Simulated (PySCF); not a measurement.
**Dipole moment and polarisability of `O=C(C(F)(F)F)C(F)(F)F`**

Compound: C₃F₆O.
Geometry (GFN2-xTB, Å), atoms numbered from 1 in this order:
```
atom  x, y, z in Å
O1     0.161   -0.429    1.853
C2     0.062   -0.162    0.703
C3     1.283    0.136   -0.220
F4     2.349    0.460    0.500
F5     1.582   -0.946   -0.941
F6     1.028    1.136   -1.061
C7    -1.304   -0.075   -0.046
F8    -1.677    1.201   -0.163
F9    -2.249   -0.723    0.621
F10   -1.226   -0.595   -1.269
```

Level: CAM-B3LYP/def2-SVPD (PySCF), static field, nuclei fixed, core orbitals frozen in the response. The polarisability tensor in these axes (au):

```
x   46.47  0.41  0.22
y    0.41 39.38 -2.00
z    0.22 -2.00 47.37
```

Give the principal values, the mean and the anisotropy Δα = √{½[(α1 − α2)² + (α2 − α3)² + (α1 − α3)²]}.

Principal values 38.88, 46.49 and 47.86 au; mean 44.41 au = 6.58 Å³ = 7.32 × 10⁻⁴⁰ C²·m²/J; Δα = 8.38 au (19 % of the mean).

What is the dipole moment, and where does it point?

(-0.03, 0.09, -0.38) D, 0.39 D in size, pointing from the negative to the positive side. Measured along this direction, the outermost atoms are O1 at the negative end and F6 and F10 at the positive end.

Orientational against electronic polarisability at 273 K (dilute gas, rigid molecules)?

In Gaussian units μ²/3kT = 1.38 Å³ against 6.58 Å³, a ratio of 0.21; the Debye molar polarisation (4π/3)N_A(α + μ²/3kT) is 20.1 cm³/mol, leaving out the vibrational part.

Along which axes do the principal values lie, and how far do the nuclei extend along each?

Largest value along (0.09, -0.22, 0.97), where the nuclei span 3.11 Å; middle along (0.99, 0.08, -0.07), 4.67 Å; least along (-0.06, 0.97, 0.23), 2.45 Å. The strongest response doesn't lie along the longest of the three spans.

Sum over states: ᾱ = Σ f/ω², ω in Eh. What share falls to these 8 lowest TDDFT singlets (eV, f)? 4.14, 0.0000; 8.36, 0.0002; 8.66, 0.0015; 8.95, 0.0023; 8.98, 0.0037; 9.08, 0.0022; 9.28, 0.1177; 9.39, 0.0080.

They add up to 1.17 au, 2.6 % of the 44.41 au; the largest single term is 1.01 au, from the state at 9.28 eV. Terms in order: 0.00, 0.00, 0.01, 0.02, 0.03, 0.02, 1.01, 0.07 au. Higher excitations give the rest. The strengths listed sum to 0.136.

Estimate the molar refractivity from the static electronic polarisability.

Lorentz–Lorenz: R = (4π/3)N_A α = 2.5225 cm³/(mol·Å³) × 6.58 Å³ = 16.6 cm³/mol, in the limit of long wavelengths.

Geometry: GFN2-xTB; no solvent, vibrations or thermal averaging.
